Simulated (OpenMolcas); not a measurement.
**Ru3+: ligand-field states by method**

Ru3+ with 4 ligands (chloride) in tetrahedral coordination (Td) at 2.31 Å. A charge of +0.25 e stands 2.6 Å behind each ligand. Ligand basis ANO-RCC-VDZP.

| Quantity | Value |
| --- | --- |
| Program | OpenMolcas |
| Basis | ANO-RCC-VDZP [6s5p3d1f] |
| Scalar Hamiltonian | DKH2, point nucleus |
| Active space | 5 electrons in 5 orbitals (4d) |
| State averaging | 2S+1 = 6 even, 1 root; 2S+1 = 4 even, 24 roots; 2S+1 = 2 even, 75 roots |
| Spin-orbit coupling | state interaction with AMFI integrals over the reference wave functions |

I. CASSCF
II. SS-CASPT2, IPEA 0.25 Eh, imaginary shift 0.1 Eh (closed shells correlated: 4s 4p and the ligand valence shells)
III. SS-CASPT2, IPEA 0.25 Eh, imaginary shift 0.1 Eh (closed shells correlated: the ligand valence shells only)

Spin-free states (labels of Td) in cm-1, each column counted from its own energy of the first state listed:

| State | Degeneracy | I | II | III |
| --- | --- | --- | --- | --- |
| 6A1 | 1 | 0 | 0 | 0 |
| 2S+1 = 4 | 3 | 14707 | 6250 | 6970 |
| 2S+1 = 4 | 3 | 17693 | 8490 | 9710 |
| 2T2 | 3 | 18411 | 6190 | 7060 |
| 2S+1 = 4 | 1 | 20934 | 13580 | 14980 |
| 4E | 2 | 21189 | 12980 | 14350 |
| 2S+1 = 4 | 3 | 22427 | 12460 | 13840 |
| 2A2 | 1 | 22881 | 9950 | 11540 |
| 2S+1 = 2 | 3 | 24254 | 11800 | 13450 |
| 2S+1 = 2 | 3 | 25340 | 12370 | 13880 |
| 2E | 2 | 25376 | 12210 | 13820 |
| 4E | 2 | 26239 | 16680 | 18150 |
| 2S+1 = 4 | 3 | 28776 | 19690 | 20490 |
| 2A1 | 1 | 29275 | 17790 | 19830 |
| 2S+1 = 2 | 3 | 29951 | 15820 | 17160 |
| 2S+1 = 2 | 3 | 30244 | 17970 | 19840 |
| 2E | 2 | 30779 | 17400 | 18880 |

From I to II, I's first state of another spin (2S+1 = 4) moves from 14707 to 6250 cm-1, by about -8500 cm-1. In II another state of that kind comes below it.

χT at 300 K: I 4.36, II 4.26, III 4.28 cm3 K/mol.

Roots that are degenerate in the reference are averaged as groups; the widest CASPT2 spread within a group is 740 cm-1 (the 3-fold group of multiplicity 4 near 6250 cm-1 above the lowest state of its run, II). Shifts and gaps below about the spread of the groups concerned are not significant. Over all roots computed the reference weight is 0.67 to 0.72 in II, 0.70 to 0.74 in III; a low but even weight reflects the number of correlated electrons. The least metal-like active orbital is 80 % on the metal (Löwdin) and no ligand orbital is active, so the numbers are rough. Ligand-to-metal charge-transfer states are missing. With no ligand orbital active B as a rule stays too high, so bands that hang on it stand too high and its fall with covalency is understated. Without dynamic correlation the repulsion within the d shell is too large (B by tens of per cent), so at a given field states of lower spin stand too high (holds for I). With metal d orbitals alone the field can be off either way by tens of per cent (holds for I). These CASPT2 states fit no ligand-field parameters well, so their order and spin gaps are uncertain (holds for II; III). With one d shell and no ligand orbital active, 10Dq can be off by a tenth or more (holds for II; III). No measured value stands beside these numbers; the geometry is a model, was not optimised and need not be the one that this ion takes.

A state without a sure symmetry label is named by its multiplicity alone.
